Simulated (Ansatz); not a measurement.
Start from `[F][Cd][SH]` and change one atom or group to get `[NH2][Cd][F]`.

Ansatz, PBE0-D4/def2-TZVP geometries, multiplicity 1. Each molecule was computed in one conformer, which needn't be the lowest.

Elements past krypton have def2 core potentials.

```csv
property,`[F][Cd][SH]`
HOMO energy (B3LYP/def2-TZVPP) / eV,-7.43
LUMO energy (PBE/def2-TZVPP) / eV,-2.70
HOMO energy (PBE/def2-TZVPP) / eV,-6.45
HOMO–LUMO gap (PBE0/def2-TZVPP) / eV,5.84
"ideal-gas entropy at 298 K and 1 bar (rigid rotor, harmonic PBE0-D4/def2-TZVP) / J/(mol·K)",304
LUMO energy (B3LYP/def2-TZVPP) / eV,-2.16
```

(1) What does the change do to each property? (Best estimate.)

## Answers

(1) Ansatz gave: 
```
                                                                                  property  `[NH2][Cd][F]`  shift
                                                       HOMO energy (B3LYP/def2-TZVPP) / eV           -7.28   0.15
                                                         LUMO energy (PBE/def2-TZVPP) / eV           -2.25   0.45
                                                         HOMO energy (PBE/def2-TZVPP) / eV           -6.14   0.31
                                                      HOMO–LUMO gap (PBE0/def2-TZVPP) / eV            6.12   0.28
ideal-gas entropy at 298 K and 1 bar (rigid rotor, harmonic PBE0-D4/def2-TZVP) / J/(mol·K)             293    -11
                                                       LUMO energy (B3LYP/def2-TZVPP) / eV           -1.73   0.43
```

With PBE0 the HOMO rises by 0.18 eV and the LUMO rises by 0.46 eV, so the gap widens by about 0.28 eV. PBE moves the HOMO by 0.31 eV and ωB97M-V by 0.03 eV. The zero-point energy changes by 42.3 kJ/mol with +3 modes.

B3LYP here is the variant with VWN-RPA as its local correlation; programs differ in this.
